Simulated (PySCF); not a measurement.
# [Dy(BH4)3(H2O)]−: from a saddle point downhill

PySCF 2.14.0, RKS PBE0, Dy lcecp-0-SVP with ECP56, B def2-SVP, H def2-SVP, O def2-SVP; non-relativistic Hamiltonian with scalar-relativistic core potentials where named; density fitting; no spin-orbit coupling. Relaxed within the symmetry of its start, the geometry (Cs) is

```xyz
19

Dy    0.0906   -0.0906    0.1326
B     1.3943    1.9942    1.1938
H     1.9972    2.9360    1.6880
H     1.9769    0.9139    1.4370
H     1.3230    2.1053   -0.0497
H     0.2334    1.9155    1.6408
B    -1.9942   -1.3943    1.1938
H    -2.9360   -1.9972    1.6880
H    -1.9155   -0.2334    1.6408
H    -2.1053   -1.3230   -0.0497
H    -0.9139   -1.9769    1.4370
B     1.2390   -1.2390   -2.0291
H     1.7720   -1.7720   -2.9924
H     0.6459   -2.0767   -1.3228
H     0.3946   -0.3946   -2.4042
H     2.0767   -0.6459   -1.3228
O    -1.3705    1.3705   -1.4392
H    -0.7215    1.7995   -2.0122
H    -1.7995    0.7215   -2.0122
```

and its lowest harmonic modes are -139, -83, 69, 86, 86, 97 cm⁻¹ (negative: unstable). It was moved along the lowest mode and relaxed again.

(1) Where does it end, and how much lower?

(2) How do the contacts change?

No frequency check is given for the end, and other unstable modes may remain.

An lcecp potential fixes the number of 4f electrons, so in runs with it no electron can move into or out of that shell; real Dy(II) is rare or takes another configuration.

State: singlet in the valence, with the 4f electrons in the core potential.

Results:

(1) In C1, nearly Cs, 0.138 eV lower, after 52 steps:
```xyz
19

Dy   -0.1525   -0.1917    0.0393
B     1.1339    1.9614    1.1067
H     1.6876    2.8931    1.6706
H     1.4735    0.8736    1.6179
H     1.4504    1.9211   -0.0999
H    -0.1062    2.0600    1.1969
B    -1.9610   -1.5533    1.4352
H    -2.7935   -2.1755    2.0767
H    -2.0635   -0.3247    1.6344
H    -2.0910   -1.7535    0.2098
H    -0.7998   -1.8929    1.7535
B     0.9553   -1.2333   -2.2132
H     1.4272   -1.7783   -3.1993
H     1.3389   -1.8035   -1.1699
H    -0.2914   -1.2704   -2.2376
H     1.3225   -0.0420   -2.1428
O    -0.6908    1.6713   -1.6881
H    -0.0771    2.2673   -1.2251
H    -0.1301    1.2292   -2.3475
```

(2) 
| contact | saddle (Å) | end (Å) |
| --- | --- | --- |
| Dy1–H4 (BH4) | 2.504 | 2.504 |
| Dy1–H11 (BH4) | 2.504 | 2.500 |
| Dy1–H14 (BH4) | 2.524 | 2.507 |
| Dy1–O17 (H2O) | 2.596 | 2.597 |
| Dy1–H9 (BH4) | 2.514 | 2.493 |
